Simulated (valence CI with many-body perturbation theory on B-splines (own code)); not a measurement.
**Lu LVII: electric-dipole lines**

Calculated by relativistic CI+MBPT: five valence electrons over a frozen Dirac-Fock core [Ne], a basis of 11 s, 11 p, 10 d, 8 f, 5 g, 2 h functions for each j, with the one-electron correlation potential Σ1, the two-electron term Σ2, the three-electron term Σ3, Breit, model QED; selected CI, second order for the rest, scaled by the run's own slope (own B-spline code, finite nucleus).

No measured spectrum was set against this ion. As an estimate, large intervals hold to a few tenths of a per cent, small ones and those within an open d or f shell to about a per cent. Among the levels kept, up to 3000 cm⁻¹ of a level comes from second order outside the variational space, and about a tenth of that is noise between levels of different J, which matters for small intervals.

Lines 101 to 150 of 555 in falling wavelength, among levels below 9551.3 × 10³ cm⁻¹, chosen from the strongest by gf and those to the six lowest levels. Wavelengths and rates use the calculated energies. Electric multipoles are in the length gauge, E1 and E2 with the static RPA response of the core. Weak lines are less certain than strong ones. Lines between different terms over intervals too small for the method are left out, as are lines whose strength nearly cancels. The highest levels of a list are the least certain.

Levels are named by their leading jj configuration (3d3/2^4 stands for four electrons in 3d with j = 3/2), which in mixed levels can hold well under half, so a name can repeat and another be missing. Letters in brackets count levels of one name in rising energy.

```tsv
λ vac (Å)	Upper	Lower	A (s⁻¹)	log gf	Branch %
48.91	(3s^2 3p1/2 3p3/2 3d3/2) J=3/2 [b]	(3s^2 3p1/2 3p3/2^2) J=5/2	1.08e+09	-2.81	0.0
48.64	(3s^2 3p3/2 3d5/2^2) J=5/2	(3s^2 3p3/2^2 3d5/2) J=5/2 [b]	2.20e+10	-1.33	5.9
48.59	(3s^2 3p1/2 3p3/2 3d3/2) J=5/2 [b]	(3s^2 3p1/2 3p3/2^2) J=3/2	2.18e+08	-3.33	0.0
47.65	(3s^2 3p3/2 3d5/2^2) J=5/2	(3s^2 3p3/2^2 3d5/2) J=3/2	6.54e+10	-0.87	17.6
46.89	(3s^2 3p1/2 3p3/2 3d3/2) J=1/2 [b]	(3s^2 3p1/2 3p3/2^2) J=3/2	7.36e+09	-2.31	0.2
46.24	(3s^2 3p1/2 3p3/2 3d5/2) J=3/2 [a]	(3s^2 3p1/2 3p3/2^2) J=1/2	1.40e+09	-2.75	0.9
45.69	(3s^2 3p1/2 3p3/2 3d5/2) J=7/2 [a]	(3s^2 3p1/2 3p3/2^2) J=5/2	8.43e+08	-2.68	87.3
45.25	(3s 3p1/2^2 3d5/2^2) J=5/2	(3s 3p1/2^2 3p3/2 3d5/2) J=3/2 [b]	4.57e+10	-1.07	9.7
44.97	(3s^2 3p3/2 3d5/2^2) J=7/2	(3s^2 3p3/2^2 3d5/2) J=5/2 [a]	4.17e+10	-0.99	16.0
44.72	(3s 3p1/2^2 3d5/2^2) J=9/2	(3s 3p1/2^2 3p3/2 3d5/2) J=7/2 [b]	4.91e+10	-0.83	12.5
44.69	(3s 3p1/2^2 3p3/2 3d5/2) J=3/2 [a]	(3s 3p1/2^2 3p3/2^2) J=3/2	4.87e+10	-1.23	18.5
44.22	(3s^2 3p1/2 3d5/2^2) J=3/2	(3s^2 3p1/2 3p3/2 3d5/2) J=1/2	1.07e+11	-0.90	17.7
44.05	(3s 3p1/2^2 3d5/2^2) J=7/2	(3s 3p1/2^2 3p3/2 3d5/2) J=5/2 [b]	2.32e+11	-0.27	55.0
43.86	(3s^2 3p1/2 3p3/2 3d5/2) J=3/2 [a]	(3s^2 3p1/2 3p3/2^2) J=5/2	1.61e+10	-1.73	10.2
43.83	(3s 3p1/2^2 3d3/2 3d5/2) J=5/2 [b]	(3s 3p1/2^2 3p3/2 3d3/2) J=5/2 [b]	2.70e+10	-1.33	9.5
43.73	(3s^2 3p1/2 3d5/2^2) J=7/2	(3s^2 3p1/2 3p3/2 3d5/2) J=5/2 [b]	3.11e+11	-0.15	56.7
43.65	(3s^2 3p1/2 3d5/2^2) J=9/2	(3s^2 3p1/2 3p3/2 3d5/2) J=7/2 [b]	2.58e+11	-0.13	71.5
43.58	(3s^2 3p1/2 3d5/2^2) J=5/2	(3s^2 3p1/2 3p3/2 3d5/2) J=3/2 [b]	1.07e+11	-0.74	22.1
43.54	(3s 3p1/2^2 3d3/2 3d5/2) J=3/2 [b]	(3s 3p1/2^2 3p3/2 3d3/2) J=1/2 [b]	4.99e+10	-1.25	18.8
43.47	(3s 3p1/2 3p3/2^2 3d5/2) J=3/2 [a]	(3s 3p1/2 3p3/2^3) J=5/2	4.91e+10	-1.25	5.1
43.45	(3s 3p1/2^2 3d5/2^2) J=3/2	(3s 3p1/2^2 3p3/2 3d5/2) J=3/2 [b]	7.68e+10	-1.06	15.9
43.33	(3s^2 3p1/2 3p3/2 3d5/2) J=5/2 [a]	(3s^2 3p1/2 3p3/2^2) J=5/2	7.59e+10	-0.89	54.8
43.26	(3s^2 3p3/2 3d3/2 3d5/2) J=7/2 [a]	(3s^2 3p3/2^2 3d3/2) J=7/2	2.33e+10	-1.28	0.7
43.22	(3s 3p1/2 3p3/2^2 3d5/2) J=7/2 [b]	(3s 3p1/2 3p3/2^3) J=5/2	2.80e+10	-1.20	4.2
43.14	(3s 3p1/2^2 3d5/2^2) J=3/2	(3s 3p1/2^2 3p3/2 3d5/2) J=5/2 [b]	4.93e+10	-1.26	10.2
43.01	(3s^2 3p1/2 3d3/2 3d5/2) J=7/2 [a]	(3s^2 3p1/2 3p3/2 3d3/2) J=7/2	4.21e+10	-1.03	14.6
42.93	(3s^2 3p3/2 3d3/2 3d5/2) J=3/2 [a]	(3s^2 3p3/2^2 3d3/2) J=1/2	4.76e+10	-1.28	1.6
42.85	(3s 3p1/2^2 3d3/2 3d5/2) J=7/2 [b]	(3s 3p1/2^2 3p3/2 3d3/2) J=5/2 [b]	1.47e+11	-0.49	51.2
42.72	(3s^2 3p3/2 3d3/2 3d5/2) J=3/2 [a]	(3s^2 3p3/2^2 3d3/2) J=3/2 [a]	5.22e+10	-1.24	1.7
42.71	(3s^2 3p3/2 3d3/2 3d5/2) J=5/2 [b]	(3s^2 3p3/2^2 3d3/2) J=3/2 [a]	6.13e+10	-1.00	2.3
42.58	(3s 3p1/2^2 3d3/2 3d5/2) J=1/2	(3s 3p1/2^2 3p3/2 3d3/2) J=1/2 [b]	1.47e+11	-1.10	50.0
42.38	(3s 3p1/2^2 3d5/2^2) J=3/2	(3s 3p1/2^2 3p3/2 3d5/2) J=1/2	1.06e+11	-0.94	22.0
42.36	(3s^2 3p1/2 3d5/2^2) J=5/2	(3s^2 3p1/2 3p3/2 3d5/2) J=7/2 [b]	6.61e+10	-0.97	13.6
42.30	(3s^2 3p1/2 3d3/2 3d5/2) J=5/2 [b]	(3s^2 3p1/2 3p3/2 3d3/2) J=3/2 [b]	1.64e+11	-0.58	4.4
42.23	(3s 3p1/2^2 3d5/2^2) J=9/2	(3s 3p1/2^2 3p3/2 3d5/2) J=7/2 [a]	1.91e+11	-0.29	48.5
42.21	(3s^2 3p3/2 3d3/2 3d5/2) J=5/2 [b]	(3s^2 3p3/2^2 3d3/2) J=5/2	5.15e+10	-1.08	2.0
42.18	(3s^2 3p1/2 3p3/2 3d5/2) J=3/2 [a]	(3s^2 3p1/2 3p3/2^2) J=3/2	1.23e+11	-0.88	77.7
42.15	(3s 3p1/2 3p3/2^2 3d5/2) J=3/2 [c]	(3s 3p1/2 3p3/2^3) J=1/2	4.23e+10	-1.35	3.6
42.14	(3s 3p1/2^2 3d3/2 3d5/2) J=5/2 [b]	(3s 3p1/2^2 3p3/2 3d3/2) J=3/2 [b]	9.73e+10	-0.81	34.3
42.13	(3s^2 3p3/2 3d3/2 3d5/2) J=5/2 [b]	(3s^2 3p3/2^2 3d3/2) J=7/2	3.25e+10	-1.29	1.2
42.08	(3s 3p1/2^2 3d5/2^2) J=7/2	(3s 3p1/2^2 3p3/2 3d5/2) J=7/2 [b]	8.99e+10	-0.72	21.3
42.06	(3s^2 3p3/2 3d3/2 3d5/2) J=7/2 [b]	(3s^2 3p3/2^2 3d3/2) J=7/2	1.27e+11	-0.57	6.5
42.01	(3s^2 3p3/2 3d5/2^2) J=11/2	(3s^2 3p3/2^2 3d5/2) J=9/2	2.00e+11	-0.20	80.8
41.80	(3s 3p1/2 3p3/2^2 3d5/2) J=5/2 [a]	(3s 3p1/2 3p3/2^3) J=3/2 [a]	4.13e+10	-1.19	5.3
41.79	(3s^2 3p1/2^2 3d5/2) J=5/2	(3s^2 3p1/2^2 3p3/2) J=3/2	1.86e+11	-0.53	100.0
41.78	(3s 3p1/2^2 3p3/2 3d5/2) J=5/2 [a]	(3s 3p1/2^2 3p3/2^2) J=5/2	1.36e+11	-0.67	42.5
41.68	(3s^2 3p1/2 3p3/2 3d5/2) J=5/2 [a]	(3s^2 3p1/2 3p3/2^2) J=3/2	4.25e+10	-1.18	30.6
41.62	(3s 3p1/2 3p3/2^2 3d5/2) J=3/2 [b]	(3s 3p1/2 3p3/2^3) J=5/2	1.12e+11	-0.93	9.2
41.50	(3s 3p1/2^2 3p3/2 3d5/2) J=1/2	(3s 3p1/2^2 3p3/2^2) J=1/2	2.45e+11	-0.90	77.6
41.33	(3s^2 3p1/2 3d3/2 3d5/2) J=7/2 [a]	(3s^2 3p1/2 3p3/2 3d3/2) J=5/2 [a]	1.73e+11	-0.45	59.8
```
